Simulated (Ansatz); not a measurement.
Start from `CCB(N)O` and change one atom or group to get `CNB(N)O`.

Ansatz, PBE0-D4/def2-TZVP geometries, multiplicity 1. Each molecule was computed in one conformer, which needn't be the lowest.

```tsv
property	`CCB(N)O`
LUMO energy (PBE0/def2-TZVPP) / eV	0.64
LUMO energy (ωB97M-V/def2-TZVPP) / eV	1.95
LUMO energy (B3LYP/def2-TZVPP) / eV	0.27
HOMO–LUMO gap (B3LYP/def2-TZVPP) / eV	7.79
HOMO–LUMO gap (PBE/def2-TZVPP) / eV	6.11
HOMO energy (PBE0/def2-TZVPP) / eV	-7.76
```

(1) What does the change do to each property? (Best estimate.)

Results:

(1) The calculation gave: 
```csv
property,`CNB(N)O`,shift
LUMO energy (PBE0/def2-TZVPP) / eV,0.77,0.13
LUMO energy (ωB97M-V/def2-TZVPP) / eV,2.10,0.15
LUMO energy (B3LYP/def2-TZVPP) / eV,0.41,0.14
HOMO–LUMO gap (B3LYP/def2-TZVPP) / eV,6.62,-1.17
HOMO–LUMO gap (PBE/def2-TZVPP) / eV,5.01,-1.10
HOMO energy (PBE0/def2-TZVPP) / eV,-6.43,1.33
```

With PBE0 the HOMO rises by 1.33 eV and the LUMO rises by 0.13 eV, so the gap narrows by about 1.20 eV. PBE moves the HOMO by 1.25 eV and ωB97M-V by 1.38 eV.

B3LYP here is the variant with VWN-RPA as its local correlation; programs differ in this.
